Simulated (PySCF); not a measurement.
# Exercise with solution: refractive index and permittivity of the vapour

C2H5BO2, SMILES C=CB(O)O.

Coordinates come from a B3LYP-D3(BJ)/def2-SVP optimisation. One conformer was computed; it need not be the lowest.

PBE0/def2-TZVP (PySCF) gives a mean static polarisability of 45.2 bohr³ and a dipole moment of 1.28 D. Take an ideal gas at 298.15 K and 0.01 bar, whether or not the substance is that volatile.

### Question
Work out n − 1 in the optical limit and the static ε − 1.

### Answer

Polarisability volume α' = 45.2 × 0.148185 = 6.70 Å³. Number density N = p/kT = 2.43e-7 Å⁻³.
Dilute limit of Lorentz–Lorenz: n − 1 = 2π N α' = 1.0e-5.
Orientation term of Debye: μ²/(3kT) = 8.098 Å³ × μ²(D²) = 13.27 Å³.
ε − 1 = 4π N (α' + μ²/3kT) = 6.1e-5. Orientation of the dipole supplies 66 % of the static response; it can't follow optical fields. Vibrational polarisation and dispersion are left out.
